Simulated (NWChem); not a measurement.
# C3H3N2, doublet; SMILES [c]1[nH]cnc1

```xyz
8

C     -1.1854    -0.0213     0.0000
C     -0.4024    -1.1421     0.0000
N      0.9073    -0.7331     0.0000
C      0.9012     0.5773     0.0000
N     -0.3701     1.0682     0.0000
H     -0.6911    -2.1904     0.0000
H      1.7823     1.2195     0.0000
H     -0.6589     2.0378     0.0000
```
Atoms are numbered in this order, from 1.

Results from NWChem. Spin-unrestricted. In the optimisation the excess spin sits in a' (Cs, its own frame). Geometry: optimised at PBE0/def2-SVP, spin-unrestricted. No stability test was run on the SCF state. Solvent water, SMD (1 M gas to 1 M solution), gas-phase geometry. Reactions with the solvent are ignored.

```json
[
 {"level": "M06-2X/STO-3G", "basis functions": "28", "solvation free energy (kcal/mol)": "-4.1", "cavity-dispersion-structure term (kcal/mol)": "2.8", "dipole in solution (D)": "4.05", "relative time": "1"},
 {"level": "M06-2X/def2-SVP", "basis functions": "85", "solvation free energy (kcal/mol)": "-6.8", "cavity-dispersion-structure term (kcal/mol)": "2.8", "dipole in solution (D)": "4.49", "relative time": "2"},
 {"level": "M06-2X/def2-SVPD", "basis functions": "124", "solvation free energy (kcal/mol)": "-7.1", "cavity-dispersion-structure term (kcal/mol)": "2.8", "dipole in solution (D)": "4.63", "relative time": "5"},
 {"level": "M06-2X/def2-TZVP", "basis functions": "173", "solvation free energy (kcal/mol)": "-7.3", "cavity-dispersion-structure term (kcal/mol)": "2.8", "dipole in solution (D)": "4.60", "relative time": "6"},
 {"level": "M06-2X/def2-TZVPP", "basis functions": "197", "solvation free energy (kcal/mol)": "-7.2", "cavity-dispersion-structure term (kcal/mol)": "2.8", "dipole in solution (D)": "4.59", "relative time": "10"}
]
```

Relative times are rough (shared machine, one core).
